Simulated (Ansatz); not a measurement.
Ansatz results at the PBE0-D4/def2-TZVP geometry: HOMO–LUMO gap (PBE/def2-TZVPP) 3.47 eV; zero-point energy (PBE0-D4/def2-TZVP) 174.8 kJ/mol; HOMO–LUMO gap (PBE0/def2-TZVPP) 5.33 eV.

(1) Which molecule gave them?
A. `B[SiH](Cl)O[SiH3]`
B. `C=[C]([GeH3])[InH2]`
C. `CSC1=NBS1`
D. `OC[SiH](F)CF`

Results:

(1) B. The others give `OC[SiH](F)CF`: 5.16, 220.5, 7.65; `B[SiH](Cl)O[SiH3]`: 3.23, 159.7, 5.51; `CSC1=NBS1`: 2.90, 164.5, 4.96.
